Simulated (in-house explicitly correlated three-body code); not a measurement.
Computed with an exponentially correlated three-body code. Model: two electrons around a point charge, non-relativistic, variational in 260 exponentially correlated functions (energies converged to about 1e-7 hartree, or 1e-8 relative for large Z).

Command:
```bash
python run_hyl.py task.json out
```
Settings (lengths in bohr, energies in hartree):
```
Z                      6
nuclear_mass           100
interaction_strength   1
functions              260
states_tried           13
```

Cost of the run: 27 s on 1 thread of Intel(R) Xeon(R) Platinum 8375C CPU @ 2.90GHz (Ice Lake), with other jobs on the host.

**Those bound S and P states to n = 4 that converged, binding against the one-electron ion.**

Given: nuclear charge 6; mass of the centre 100 electron masses.

Computed: one-electron threshold -17.8217822 hartree.

```tsv
term	energy (hartree)	binding (eV)
1 1S	-32.0792706	387.97
2 3S	-21.2082742	92.151
2 3P	?	?
2 1S	?	?
2 1P	-20.8668103	82.859
3 3S	-19.2775654	39.614
3 3P	-19.2292338	38.299
3 1S	-19.22551	38.197
3 1P	-19.1840118	37.068
4 3S	-18.6284564	21.951
4 3P	-18.6086698	21.412
4 1S	-18.6073981	21.378
```

(1) What belongs in the row 2 3P?

(2) What belongs in the row 2 1S?

**Converged states only, values per electron or pair.**

```
term  mean r (bohr)  mean r squared (bohr²)  mean inverse r (1/bohr)  mean r12 (bohr)  mean inverse r12 (1/bohr)  mean cosine  mean p1 dot p2 (bohr⁻²)  delta r1 (bohr⁻³)  delta r12 (bohr⁻³)
1 1S         0.2695                0.097697                   5.6308          0.39853                     3.4106    -0.018228                  0.55263             59.628              5.9841
2 3S              ?                       ?                        ?                ?                          ?            ?                        ?                  ?                   -
2 3P        0.61009                 0.60587                   3.6048           1.0236                     1.1948    -0.067546                  -2.0193             32.981                   -
2 1S        0.71469                 0.85016                   3.5982           1.2063                     1.1556    -0.009269               -0.0052781             36.148             0.96197
2 1P        0.64055                 0.67655                   3.5809           1.0509                     1.2372     0.039515                   1.7291             33.466             0.21906
3 3S         1.4166                   3.823                   3.2539           2.5976                    0.49163   -0.0014752               -0.0018274             34.233                   -
3 3P         1.3583                  3.5409                   3.2496           2.4844                    0.53628    -0.016195                 -0.48651             33.275                   -
3 1S         1.4619                  4.0965                   3.2482           2.6855                    0.52752   -0.0026584               -0.0090643             34.175             0.28168
3 1P         1.4007                  3.7857                   3.2433           2.5615                    0.55177     0.010412                  0.44966             33.381            0.072973
4 3S         2.4524                  12.214                   3.1286           4.6614                    0.28571  -0.00051583               -0.0048491             33.724                   -
4 3P              ?                       ?                        ?                ?                          ?            ?                        ?                  ?                   -
4 1S         2.5128                   12.86                   3.1262           4.7812                    0.30014     -0.00102               -0.0074074             33.705             0.11781
```

(3) What belongs in the row 2 3S?

(4) What belongs in the row 4 3P?

Results:

(1) energy (hartree): -21.0313905; binding (eV): 87.338.

(2) energy (hartree): -21.0116386; binding (eV): 86.8.

(3) mean r (bohr): 0.68389; mean r squared (bohr²): 0.76676; mean inverse r (1/bohr): 3.6197; mean r12 (bohr): 1.1556; mean inverse r12 (1/bohr): 1.02; mean cosine: -0.0052034; mean p1 dot p2 (bohr⁻²): 0.030358; delta r1 (bohr⁻³): 36.422.

(4) mean r (bohr): 2.4087; mean r squared (bohr²): 11.862; mean inverse r (1/bohr): 3.1267; mean r12 (bohr): 4.5755; mean inverse r12 (1/bohr): 0.30352; mean cosine: -0.0062692; mean p1 dot p2 (bohr⁻²): -0.19366; delta r1 (bohr⁻³): 33.33.
